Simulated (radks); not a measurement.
Question: Ionisation ladder of neodymium, from Nd XLV to Nd LX. Each ion is in the ground configuration listed by NIST, and IE = E(next ion) - E(this ion), with E = 0 for the bare nucleus. Method: scalar-relativistic Kohn-Sham, PBE, spin-unpolarised, spherical densities, point nucleus; computed with a radial shooting solver on a logarithmic mesh with Libxc functionals.

species    configuration  IE, Delta-SCF (eV)  -e(HOMO) (eV)  HOMO  <r> HOMO (bohr)
Nd XLV      [Ne] 3s2 3p4                   ?         3563.9    3p            0.237
Nd XLVI     [Ne] 3s2 3p3                   ?         3661.4    3p            0.235
Nd XLVII    [Ne] 3s2 3p2              3806.9         3759.1    3p            0.234
Nd XLVIII   [Ne] 3s2 3p1              3904.9         3857.1    3p            0.232
Nd XLIX         [Ne] 3s2                   ?         4170.3    3s            0.238
Nd L            [Ne] 3s1                   ?         4263.8    3s            0.237
Nd LI               [Ne]              9923.6         9792.9    2p           0.0868
Nd LII      [He] 2s2 2p5             10193.8        10061.8    2p           0.0862
Nd LIII     [He] 2s2 2p4             10465.9        10332.7    2p           0.0856
Nd LIV      [He] 2s2 2p3             10739.5        10605.5    2p           0.0849
Nd LV       [He] 2s2 2p2             11014.3        10879.6    2p           0.0843
Nd LVI      [He] 2s2 2p1             11289.2        11154.3    2p           0.0837
Nd LVII         [He] 2s2             12124.1        12009.8    2s           0.0959
Nd LVIII        [He] 2s1             12350.5        12240.2    2s           0.0955
Nd LIX              [He]               50571          50081    1s           0.0235
Nd LX                1s1               51486          51053    1s           0.0234

Estimate the withheld Delta-SCF values.

Answer: Nd XLV: 3611.3 eV (NIST 3567); Nd XLVI: 3708.9 eV (NIST 3662); Nd XLIX: 4216.2 eV (NIST 4198); Nd L: 4310.2 eV (NIST 4302).

Beside tabulated values, note that spin-unpolarised runs miss the spin-polarisation part of the exchange energy of open shells.
